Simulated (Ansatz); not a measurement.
W2O6⁻. Charge -1, multiplicity 2. Geometry PBE-D4/def2-SVPD; atoms count from 1.

```xyz
8

W     0.6882    0.1264    1.2730
W    -0.6882   -0.1264   -1.2730
O    -0.0417    0.7572    2.7349
O     0.0417   -0.7572   -2.7349
O    -0.3916   -1.2260    0.3334
O    -2.3564    0.3320   -1.5466
O     2.3564   -0.3320    1.5466
O     0.3916    1.2260   -0.3335
```

In the def2 sets W takes a core potential; there is no spin–orbit coupling. The structure comes from a short search, and lower isomers may exist.

Estimate the Mulliken populations from the PBE0/def2-TZVPD orbitals of Ansatz.


| atom | charge (e) | spin (α − β) | d electrons |
| --- | --- | --- | --- |
| W1 | 1.69 | 0.63 | 3.33 |
| W2 | 1.69 | 0.63 | 3.33 |
| O3 | -0.69 | -0.03 | – |
| O4 | -0.69 | -0.03 | – |
| O5 | -0.82 | -0.07 | – |
| O6 | -0.69 | -0.03 | – |
| O7 | -0.69 | -0.03 | – |
| O8 | -0.82 | -0.07 | – |
Mulliken values depend strongly on the basis. With diffuse functions, as here, like atoms can get unlike values, and bond orders can come out too low or too high.

Where does the spin sit?

Summed by element: W 1.26, O -0.26, of 1 unpaired in all. Largest on single atoms: W1 0.63, W2 0.63, O5 -0.07.

And the Mayer bond orders between heavy atoms (over 0.3)?

W1–O3 1.86 (1.75 Å); W1–O5 0.76 (1.97 Å); W1–O7 1.86 (1.75 Å); W1–O8 0.76 (1.97 Å); W2–O4 1.86 (1.75 Å); W2–O5 0.76 (1.97 Å); W2–O6 1.86 (1.75 Å); W2–O8 0.76 (1.97 Å).
